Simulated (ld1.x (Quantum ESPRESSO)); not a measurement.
## Configuration tests for gallium (TM)

```json
{"Element": "Ga (Z = 31)", "Generator": "ld1.x (Quantum ESPRESSO) 7.5", "Type": "norm-conserving Troullier–Martins (Kleinman–Bylander form)", "Functional": "LDA (PZ)", "Relativity": "scalar-relativistic", "Frozen core": "[Ne]", "Valence charge": "21", "Reference configuration": "3s2 3p6 3d10 4s2 4p1", "Partial waves": "3s (bound): rc 1.10 bohr; 3p (bound): rc 0.70 bohr; 4f channel at 0.35 Ry: rc 1.20 bohr; 3d (bound): rc 1.15 bohr", "Local potential": "the d channel", "Core correction": "none"}
```

Occupied shells without a wave of their own: 4p, 4s. They enter only through the test configuration that unscreens the potential.

Energies are relative to the spin-unpolarised reference configuration 3s2 3p6 3d10 4s2 4p1; without spin polarisation the order of configurations can differ from experiment. Spin-polarised rows fill each open shell by Hund’s rule, majority spin first. The frozen-core shift is the all-electron ΔE with the core orbitals held at their reference shape minus the fully relaxed ΔE.

```tsv
valence configuration	charge	ΔE all-electron (eV)	error AE − PS (meV)	frozen-core shift (meV)
3s2 3p6 3d10 4s2 4p0	+1	5.888	+290	+0.5
3s2 3p6 3d10 4s1 4p0	+2	27.391	-1593	+2.5
3s2 3p6 3d10 4s0 4p0	+3	58.991	-4792	+5.2
3s2 3p6 3d9 4s0 4p0	+4	123.214	-7538	+0.4
3s2 3p6 3d9 4s2 4p1	+1	27.966	+335	-6.0
3s2 3p6 3d10 4s2 4p1.3	-0.3	-0.578	-45	0.0
3s2 3p6 3d10 4s0 4p3	0	13.544	-4138	+1.1
3s2 3p6 3d10 4s1 4p0 (spin-polarised)	+2	27.084	-1535	+2.5
```

**Question.** What are ΔE and the potential's error for 3s2 3p6 3d10 4s2 4p1 (spin-polarised)?

**Answer.** ΔE = -0.134 eV all-electron; the error (AE − PS) is +7.1 meV.

Levels in the configuration 3s2 3p6 3d10 4s0 4p3:

```json
{"level": "3s", "all-electron (eV)": "-151.075", "pseudo (eV)": "-153.913"}
{"level": "3p", "all-electron (eV)": "-102.293", "pseudo (eV)": "-104.882"}
{"level": "3d", "all-electron (eV)": "-22.938", "pseudo (eV)": "-25.233"}
{"level": "4p", "all-electron (eV)": "-4.152", "pseudo (eV)": "-4.319"}
```

These tests converged, but a pseudo level misses the all-electron one widely, so the file describes the atom poorly there or has found another state: 3s2 3p6 3d10 4s1 4p0: 4s by 2.4 eV; 3s2 3p6 3d10 4s0 4p0: empty 4s by 4.2 eV; 3s2 3p6 3d9 4s0 4p0: empty 4s by 7.3 eV (a node warning on the way); 3s2 3p6 3d9 4s2 4p1: 4s by 2.3 eV; 3s2 3p6 3d10 4s0 4p3: 3d by 2.3 eV. The 4p, 4s levels have no wave, so the channel is fitted at the deeper level alone: the likely source of the large errors. A variational frozen-core shift is positive and of second order in the change. This column holds negative values, so the frozen-core run of ld1.x carries numerical noise or an error of first order here, and the column gives no more than the rough size of the effect.

The potential misses its own reference levels by up to 1.4 eV, so it is not fit for use.
